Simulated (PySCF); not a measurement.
# Fractional electron number in Ce²⁺ (cerium, charge +2)

The 4f alpha orbital of [Xe] 4f2 is emptied in steps (occupation f), with all orbitals relaxed, ending at [Xe] 4f1. Computed with PySCF 2.14 in def2-SVP with the def2 core potential (28 electrons), with scalar relativity through the core potential. The exact energy is a straight line in f; departures are measured from the line between the end points of the same method.

| f | r2SCAN0 (eV) |
| --- | --- |
| 1 | 0.000 |
| 0.9 | -0.431 |
| 0.7 | -1.008 |
| 0.5 | -1.204 |
| 0.3 | -1.014 |
| 0.1 | -0.436 |
| 0 | 0.000 |

```
 method  E(f=0) − E(f=1) (eV)  −ε at f=1 (eV)  −ε at f=0.5 (eV)
r2SCAN0                20.412          15.636            20.394
```

Orbital energy along the path (eV):

```json
{"f": "1", "r2SCAN0": "-15.636"}
{"f": "0.9", "r2SCAN0": "-16.575"}
{"f": "0.7", "r2SCAN0": "-18.474"}
{"f": "0.5", "r2SCAN0": "-20.394"}
{"f": "0.3", "r2SCAN0": "-22.331"}
{"f": "0.1", "r2SCAN0": "-24.280"}
{"f": "0", "r2SCAN0": "-25.261"}
```

Reference removal energy between the ground levels: 20.197 eV (semi-empirical (NIST evaluation); NIST Atomic Spectra Database, ionization energies). The calculation has no spin-orbit coupling.
